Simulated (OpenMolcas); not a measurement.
**Sb2+: the spin-orbit constant, worked from levels**

| Item | Value |
| --- | --- |
| Program | OpenMolcas |
| Basis | ANO-R3 [8s7p5d3f2g1h] |
| Scalar Hamiltonian | X2C, finite nucleus |
| Active space | 3 electrons in 4 orbitals (5s 5p) |
| State averaging | 2S+1 = 4 odd, 1 root; 2S+1 = 2 odd, 11 roots; 2S+1 = 4 even, 3 roots; 2S+1 = 2 even, 9 roots |
| Spin-orbit coupling | state interaction with AMFI integrals over the reference wave functions, term energies averaged over their components |

Methods: CASSCF; MS-CASPT2, IPEA 0.25 Eh, imaginary shift 0.1 Eh (closed shells correlated: 4d). Measured levels: Moore, Atomic Energy Levels, vol. III, NSRDS-NBS 35 (1971 reprint of NBS Circular 467, 1958).

**The spin-orbit constant.** For the Hund term 2P* of p1, E(J) = (A/2) J(J+1) + constant and ζ = 2S·A = A. From J = 1/2 to J = 3/2 the energy changes by 1.5 A.

```
   Source  E(3/2) - E(1/2)       A     ζ
   CASSCF           5729.1  3819.4  3819
MS-CASPT2           5809.8  3873.2  3873
 measured           6576.0  4384.0  4384
```

All in cm-1. MS-CASPT2 is off by -11.7 % and CASSCF by -12.9 %. Both methods take the spin-orbit matrix elements from the reference wave functions, so the second can move ζ only through the term energies and any multistate remixing.

Over all roots computed the reference weight is 0.85 to 0.94 in MS-CASPT2; the roots of lowest weight are the least certain, and an intruder state may touch them. Measured partners are found by configuration, term and J. A level has none where our copy of the source lacks it or the pairing is in doubt (some pairs that miss far off the trend of their configuration count as doubtful), and it then counts in no deviation. Levels of configurations outside the active space are missing.

* marks odd parity.
